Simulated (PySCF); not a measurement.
From one molecule to another.

First species: C₇H₁₁ClO.
Numbering: `[CH3:1][CH:2]([CH3:3])[C@@H:4]1[CH2:5][C@H:6]1[C:7](=[O:8])[Cl:9]` (hydrogens: H10, H11, H12 on C1; H13 on C2; H14, H15, H16 on C3; H17 on C4; H18, H19 on C5; H20 on C6)

Second species: C7H11ClO.
InChI=1S/C7H11ClO/c1-6(2)4-7(6,3)5(8)9/h4H2,1-3H3/t7-/m1/s1

Levels: PBE0/pcSseg-1 for dipole moment, HOMO energy, LUMO energy and HOMO–LUMO gap; GFN2-xTB for rotational constant A and rotational constant C. Geometries: GFN2-xTB. All species are isolated and taken at one optimised geometry, non-relativistic unless stated. Electronic properties by PySCF.

The conformers computed, where there is a choice (atom-mapped SMILES and torsion angles):
- `[CH3:1][CH:2]([CH3:3])[C@@H:4]1[CH2:5][C@H:6]1[C:7](=[O:8])[Cl:9]`: C1–C2–C4–C5 150°, C5–C6–C7–O8 29°
- `[CH3:1][C:2]1([CH3:3])[CH2:4][C@:5]1([CH3:6])[C:7](=[O:8])[Cl:9]`: C4–C5–C7–O8 -12°

```
             property   column X   column Y
        dipole moment     3.82 D     3.64 D
          HOMO energy   -8.40 eV   -8.07 eV
          LUMO energy   -0.91 eV   -0.93 eV
        HOMO–LUMO gap    7.49 eV    7.14 eV
rotational constant A  2.618 GHz  2.152 GHz
rotational constant C  0.618 GHz  0.886 GHz
```

Which column belongs to which species?

Column X is the first species and column Y the second. The first has 20 atoms and 78 electrons, the second 20 and 78.

How does each property change from the first species to the second?

dipole moment -0.18 D; HOMO energy +0.33 eV; LUMO energy -0.02 eV; HOMO–LUMO gap -0.35 eV; rotational constant A -0.466 GHz; rotational constant C +0.268 GHz.

On the first: The dipole equals about 12.7 × 10⁻³⁰ C·m (1 D = 3.33564 × 10⁻³⁰ C·m).

On the second: In atomic units the dipole is 1.43 e·bohr (1 au = 2.5417 D). A dipole of 3.64 D is allowed in C1, and pure rotational transitions are dipole-allowed.
